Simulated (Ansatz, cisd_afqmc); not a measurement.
Species: SnNH2Cl, charge 0, singlet. SnNH2Cl (SMILES [Cl][Sn][NH2]).
B3LYP-D3(BJ)/def2-TZVP minimum from Ansatz (a quantum-chemistry and plane-wave program):
```xyz
5

Sn    -0.3289    -0.4462     0.1807
Cl     0.0690     1.8582    -0.4137
N      1.5780    -0.9990    -0.1982
H      1.9392    -1.9359    -0.0928
H      2.2857    -0.3534    -0.5200
```

Atomisation energy term by term, kcal/mol (programs: Ansatz, cisd_afqmc). UHF or UKS for unpaired electrons; spin-orbit terms are left out. Cores are frozen in correlated methods (noble-gas shells, and filled d and f shells in the p block). Past Kr the def2 sets carry scalar-relativistic core potentials. AFQMC is phaseless with a CISD trial state; ± is one standard error, without the phaseless bias. Outlying blocks are dropped, and bars are widened where a walk drifts. Over all cases where full CI ran beside it in this data, AFQMC minus full CI had a median of +0.1 mEh and passed +0.4 mEh in a tenth of the cases. CBS(X,Y): correlation extrapolated as X^-3, Hartree-Fock from the larger set. A bracket is a step between two methods taken in the basis named. Where a partner has so few electrons that a lower coupled-cluster level is exact, that level stands in. Spin-orbit terms, left out, reach several kcal/mol for Br and I, and more for heavier atoms.

```
term                                     basis  kcal/mol
------------------  --------------------------  --------
Hartree-Fock                        def2-QZVPP    228.55
CCSD correlation    CBS(def2-TZVPP,def2-QZVPP)    119.27
(T)                 CBS(def2-TZVPP,def2-QZVPP)      9.45
CCSDT(Q) - CCSD(T)                    def2-SVP      0.85
sum: De                                            358.1
```

The step beyond CCSD(T) by other levels: AFQMC/CISD in def2-SVP 1.60 ± 0.25 kcal/mol.
